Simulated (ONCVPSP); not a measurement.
Pseudopotential generation for Ta: ONCV, PBE, fully relativistic.

ONCVPSP 4.0.1 input, shortened (lines: element, Z, core and valence counts, functional; n l f; lmax; l rc ep ncon nbas qcut; lloc lpopt rc5 dvloc0; l nproj debl; icmod fcfact rcfact), PBE, fully relativistic:

```
  Ta 73.00   10    4        4      upf
    1    0    2.00
    2    0    2.00
    2    1    6.00
    3    0    2.00
    3    1    6.00
    3    2   10.00
    4    0    2.00
    4    1    6.00
    4    2   10.00
    4    3   14.00
    5    0    2.00
    5    1    6.00
    5    2    3.00
    6    0    2.00
    2
    0    1.60    0.00    4    7    6.00
    1    1.65    0.00    4    7    9.60
    2    2.20    0.00    4    9    6.70
    4    3    1.55   -1.00
    0    2    2.80
    1    2    4.00
    2    2    0.70
    0    0.00    0.00
```

Open shells are filled in proportion to 2j + 1.

All-electron outer shells of the reference configuration (PBE, scalar-relativistic, ld1.x):

```
shell  level (eV)  outermost node (bohr)  outermost maximum (bohr)
   5s      -73.00                   0.54                      0.98
   5p      -39.40                   0.58                      1.13
   4f      -24.70                      –                      0.44
   6s       -5.44                   1.32                      2.78
   5d       -3.59                   0.65                      1.58
```

Question: Does the generator finish with these settings?

Answer: Yes, a potential is produced and its reference levels are reproduced.

Question: Estimate the cutoffs (Ha) at which the residual kinetic energy of the hardest occupied pseudo-wave falls to 1 and 0.1 mHa per electron.

Answer: 27 Ha and 44 Ha.

Question: Does the potential have ghost states?

Answer: No bound ghost flagged; GHOST(+) flagged for s at 265.9 eV.

Question: Tests: 5s2 5p6 5d3 6s1; 5s2 5p6 5d3 6s0; 5s2 5p6 5d2 6s0; 5s2 5p6 5d4 6s1. Which has the largest error in its energy relative to the reference configuration, and how large is it?

Answer: 5s2 5p6 5d2 6s0, with +19 meV (all-electron minus pseudo) on +47.04 eV.
